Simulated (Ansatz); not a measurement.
Cost and result for the atomization energy of H$_{3}$SbTe, SMILES `[SbH2][TeH]` (5 atoms, 4 bonds).

Z-matrix (Å, degrees):
```
Sb
Te 1 2.765
H 1 1.709 2 94.9
H 1 1.709 2 94.8 3 -91.4
H 2 1.657 1 94.2 3 45.9
```

Total charge 0; spin multiplicity 1. Correlated methods include outer-core shells of Sb, Te, which these sets cover unevenly. Sb, Te: def2 effective core potential. All single points use the PBE0-D4/def2-TZVP geometry. Program: Ansatz. All runs use 2 threads of an Arm Neoverse V2 on a shared host. Times are those of one run each, without the atoms' runs, and a repeat can differ threefold. Electronic energies, without spin–orbit coupling; frozen cores. CCSD(T)/CBS adds CCSD(T) − MP2 in def2-TZVPP to the MP2 limit, and its time is that of the two runs behind it. T1 = 0.012. With those shells the extrapolation isn't a true limit. B3LYP takes the VWN-RPA correlation (the form of Gaussian; ORCA's B3LYP/G). HSE06 is the plane-wave form, built on full-range PBE exchange.

CCSD(T)/CBS is a level of theory with its own doubt, some kJ/mol a heavy atom from the limit and from the frozen cores, so smaller differences don't rank the functionals.

```tsv
level	functions	atomization (kJ/mol)	difference from CCSD(T)/CBS	per bond
MP2/def2-QZVPP	254	984.4	-63.4	-15.8
CCSD(T)/CBS(def2)	–	1047.8	0.0	0.0
PBE-QIDH/def2-TZVPP	142	986.1	-61.7	-15.4
CCSD(T)/def2-TZVPP	142	991.1	-56.7	-14.2
B2PLYP/def2-TZVPP	142	1006.1	-41.7	-10.4
BLYP-D4/def2-TZVPP	142	1050.5	2.7	0.7
HSE06-D4/def2-TZVPP	142	1010.9	-36.9	-9.2
LDA (SPW92)/def2-TZVPP	142	1216.4	168.6	42.1
revPBE-D4/def2-TZVPP	142	1011.6	-36.2	-9.0
CCSD(T)/def2-SVP	67	898.7	-149.1	-37.3
r2SCAN-D4/def2-TZVPP (with forces)	142	1017.2	-30.6	-7.7
B3LYP-D4/def2-TZVPP (with forces)	142	1044.8	-3.0	-0.7
PBE0-D4/def2-TZVPP	142	1012.5	-35.3	-8.8
```

Q: Order the runs by time, with rough figures. (Estimate.)

A: Ansatz gave: LDA (SPW92)/def2-TZVPP 0.75 s; revPBE-D4/def2-TZVPP 1.2 s; BLYP-D4/def2-TZVPP 1.2 s; PBE0-D4/def2-TZVPP 1.6 s; CCSD(T)/def2-SVP 1.7 s; HSE06-D4/def2-TZVPP 1.9 s; B3LYP-D4/def2-TZVPP (with forces) 2.1 s; r2SCAN-D4/def2-TZVPP (with forces) 2.9 s; B2PLYP/def2-TZVPP 3.1 s; PBE-QIDH/def2-TZVPP 3.2 s; MP2/def2-QZVPP 6 s; CCSD(T)/def2-TZVPP 30 s; CCSD(T)/CBS(def2) 36 s.

From BLYP to BHLYP (50 % exact exchange), in def2-TZVPP and without D4, the atomization energy moves by −38.5 kJ/mol: exact exchange takes away binding that semilocal exchange gives to molecules. The D4 term adds +19.4 kJ/mol with B3LYP and +10.0 kJ/mol with PBE0; it sums over pairs of atoms, weighted by their polarisabilities, and B3LYP, whose exchange is more repulsive, gets the larger term. Leaving LDA and LC-ωPBE aside and taking each functional with its dispersion term where it has one, the values spread over 64.5 kJ/mol, from PBE-QIDH to BLYP-D4. LDA lies +188.3 kJ/mol from PBE without D4, its usual overbinding.

Spin–orbit coupling would lower the free Te atoms strongly, and the atomization energy with them, by more than many differences here.
